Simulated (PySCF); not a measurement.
**MgIn: frontier orbitals**

r²SCAN0 at R = 3.031 Å; PySCF, scalar-relativistic core potentials, basis sets Mg def2-SVPD, In def2-SVPD with ECP28. State: ²Π (doublet), unpaired electrons π ↑. Only the outer orbitals are listed, counted within each symmetry, core potentials removing the inner ones.

| spin | orbital | occ. | ε (eV) | on Mg (%) | main shells (%) |
| --- | --- | --- | --- | --- | --- |
| α | 6σ | 1 | -21.27 | 0 | 100 In d |
| α | 3π | 1 | -21.25 | 0 | 100 In d |
| α | 1δ | 1 | -21.14 | 0 | 100 In d |
| α | 3π | 1 | -21.07 | 0 | 100 In d |
| α | 1δ | 1 | -21.06 | 0 | 100 In d |
| α | 7σ | 1 | -9.89 | 15 | 85 In s, 10 Mg s |
| α | 8σ | 1 | -5.68 | 71 | 72 Mg s, 19 In p, 8 In s |
| α | 4π | 1 | -3.87 | 19 | 81 In p, 16 Mg p |
| α | 4π | 0 | -2.13 | 29 | 71 In p, 27 Mg p |
| α | 9σ | 0 | -2.04 | 54 | 42 In p, 39 Mg p, 15 Mg s |
| α | 5π | 0 | -0.57 | 79 | 78 Mg p, 16 In p |
| β | 6σ | 1 | -21.26 | 0 | 100 In d |
| β | 3π | 1 | -21.25 | 0 | 100 In d |
| β | 1δ | 1 | -21.08 | 0 | 100 In d |
| β | 3π | 1 | -21.00 | 0 | 100 In d |
| β | 1δ | 1 | -20.97 | 0 | 100 In d |
| β | 7σ | 1 | -9.11 | 19 | 82 In s, 13 Mg s |
| β | 8σ | 1 | -5.58 | 80 | 79 Mg s, 11 In p, 9 In s |
| β | 9σ | 0 | -1.96 | 53 | 49 Mg p, 42 In p |
| β | 4π | 0 | -1.87 | 38 | 62 In p, 37 Mg p |
| β | 4π | 0 | -1.28 | 55 | 55 Mg p, 45 In p |

Problem. Which are the highest filled and the lowest empty level, where do they sit, and how wide is the gap?

Solution. Highest filled α 4π at -3.87 eV (in %: 81 In p, 16 Mg p); lowest empty α 4π at -2.13 eV (in %: 71 In p, 27 Mg p); the gap at r²SCAN0 is 1.74 eV. Both belong to one degenerate shell, split only by its one-sided filling, so this is no excitation gap.

- bond order (Mayer): 0.93
- ⟨S²⟩: 0.779
- charge on Mg (Mulliken, basis-dependent): -0.05
- charge on Mg (Löwdin, basis-dependent): 0.09
- dipole moment (positive dipole means Mg(−)In(+)): -1.16 D

Spin–orbit coupling is left out. The state is the lowest determinant that a PBE0 search found; another state may lie lower at other levels.
